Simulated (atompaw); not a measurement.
**u(r) = r·R(r): atom against pseudo-atom (hafnium (Hf))**

Columns: radius, all-electron u(r) and pseudo u(r) of the 5s shell (level -67.17 eV) of hafnium in the configuration [Kr] 4d10 4f14 5s2 5p6 5d2 6s2 6p0; LDA (PW92), scalar-relativistic, PAW (atompaw) scheme, atompaw 4.2.0.5.

| r (bohr) | all-electron | pseudo |
| --- | --- | --- |
| 0.115 | 0.2419 | 0.2719 |
| 0.231 | 0.0326 | 0.5295 |
| 0.346 | -0.5730 | 0.7538 |
| 0.462 | -0.4113 | 0.9376 |
| 0.577 | 0.1070 | 1.0712 |
| 0.692 | 0.5967 | 1.1543 |
| 0.808 | 0.9242 | 1.1894 |
| 0.923 | 1.0809 | 1.1810 |
| 1.038 | 1.1109 | 1.1364 |
| 1.154 | 1.0588 | 1.0611 |
| 1.269 | 0.9619 | 0.9619 |
| 1.385 | 0.8444 | 0.8444 |
| 1.500 | 0.7245 | 0.7245 |
| 1.615 | 0.6107 | 0.6107 |
| 1.731 | 0.5071 | 0.5071 |
| 1.846 | 0.4172 | 0.4172 |
| 1.962 | 0.3398 | 0.3398 |
| 2.077 | 0.2754 | 0.2754 |
| 2.192 | 0.2220 | 0.2220 |
| 2.308 | 0.1778 | 0.1778 |
| 2.423 | 0.1421 | 0.1421 |
| 2.538 | 0.1132 | 0.1132 |
| 2.654 | 0.0898 | 0.0898 |
| 2.769 | 0.0712 | 0.0712 |
| 2.885 | 0.0562 | 0.0562 |
| 3.000 | 0.0444 | 0.0444 |

Question: How many radial nodes do the two functions have?

Answer: The all-electron 5s function has n − l − 1 = 4 (the table is too coarse to show those close to the nucleus); the pseudo-wave has 0, since the states of the same l below it are removed with the core.

Question: At about which radius was the pseudo-wave matched?

Answer: 1.25 bohr, where the columns begin to agree (steps of 0.12 bohr).

Question: Where does each function peak?

Answer: Outermost all-electron maximum near 1.04 bohr, pseudo maximum near 0.81 bohr (to the table’s step).

Question: Is the pseudo-wave norm-conserving?

Answer: No, it belongs to a PAW set: the norm inside the radius is not constrained, and the difference is carried by the augmentation charge.
